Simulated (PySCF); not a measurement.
PySCF job for chloro(silyl)silane (ClH5Si2), SMILES [SiH3][SiH2]Cl, HF/pcSseg-1. Coordinates come from a B3LYP-D3(BJ)/def2-SVP optimisation.

```python
import numpy as np
from pyscf import gto, scf, dft
from pyscf.prop.nmr import rhf as nmr

mol = gto.M(
    atom='''
    Si    1.82242591   -0.21489830    0.35855002
    Si   -0.49234542   -0.59559973    0.42738080
    Cl   -1.39277420    0.83100202   -0.80877181
    H     2.53500633   -1.19597656    1.23042458
    H     2.30363241   -0.36228071   -1.04495918
    H     2.10749226    1.16809597    0.83720615
    H    -1.04126710   -0.43970230    1.80363028
    H    -0.84882927   -1.95019817   -0.08021272
    ''',
    basis='pcSseg-1',
    charge=0,
    spin=0,
    max_memory=1600,
    verbose=3,
)
mf = scf.RHF(mol)
mf.conv_tol = 1e-10
mf.max_cycle = 100
mf.kernel()
n = nmr.NMR(mf)
n.verbose = 2
n.max_cycle_cphf = 60
sigma = n.kernel()
print('atom   isotropic/ppm   span/ppm')
for i, s in enumerate(sigma):
    w = np.linalg.eigvalsh((s + s.T) / 2)
    print(f'{mol.atom_symbol(i):2s}{i + 1:3d} {w.mean():14.3f} {w[2] - w[0]:11.3f}')
```

Output:

```
converged SCF energy = -1040.25287465581
atom   isotropic/ppm   span/ppm
Si  1        482.671      14.122
Si  2        414.994     109.073
Cl  3       1077.366      88.759
H   4         28.396       8.767
H   5         28.196       8.222
H   6         28.197       8.220
H   7         26.933       9.224
H   8         26.932       9.218
```

The calculation finished and met its thresholds.

Cost: around 4 core-seconds (rough).
